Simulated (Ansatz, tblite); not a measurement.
Removing and adding an electron: (H2Al-mu-OH)2 (Al2O2H6). Total charge 0; singlet. Geometry: r2SCAN-D4/def2-SVP. Ansatz, gas phase; energy differences of separate SCF runs; the oxidised species was run as a doublet alone; the reduced species was run as a doublet alone.

```xyz
10

Al   -0.785    0.841   -0.852
H    -0.726    2.415   -0.644
H    -1.688    0.171   -1.975
O    -0.944   -0.132    0.739
Al    0.785   -0.841    0.852
H     0.727   -2.415    0.645
H     1.687   -0.170    1.975
O     0.944    0.132   -0.740
H    -1.747   -0.565    1.051
H     1.746    0.565   -1.052
```

The xTB rows come from tblite.

```
               level  −HOMO (eV)  vertical IE (eV)  −LUMO (eV)  vertical EA (eV)  HOMO–LUMO gap (eV)  IE − EA (eV)                       remarks
            GFN1-xTB       11.27             13.96        5.22              2.61                6.05         11.35                             –
            GFN2-xTB       10.51             13.12        4.46              1.74                6.05         11.38                             –
    PBE-D4/def2-TZVP        6.48              9.15        1.37                 –                5.11             –                             –
   PBE-D4/def2-TZVPD        6.51                 –        1.52             -0.09                4.99             –  HOMO above zero (-1 doublet)
 r2SCAN-D4/def2-TZVP        6.81              9.37        0.87                 –                5.94             –                             –
r2SCAN-D4/def2-TZVPD        6.82                 –        0.98             -0.28                5.84             –  HOMO above zero (-1 doublet)
   PBE0-D4/def2-TZVP        7.78              9.71        0.58                 –                7.21             –                             –
  PBE0-D4/def2-TZVPD        7.80                 –        0.79             -0.29                7.01             –  HOMO above zero (-1 doublet)
```

   A HOMO above zero means that the electron is unbound at that level or that self-interaction error raises the level; the energy of removing that electron tells which. Raw xTB energy differences between charge states are shifted by several eV; the methods need an empirical correction for them. A negative affinity means that the extra electron isn't bound; its size then hangs on the basis.
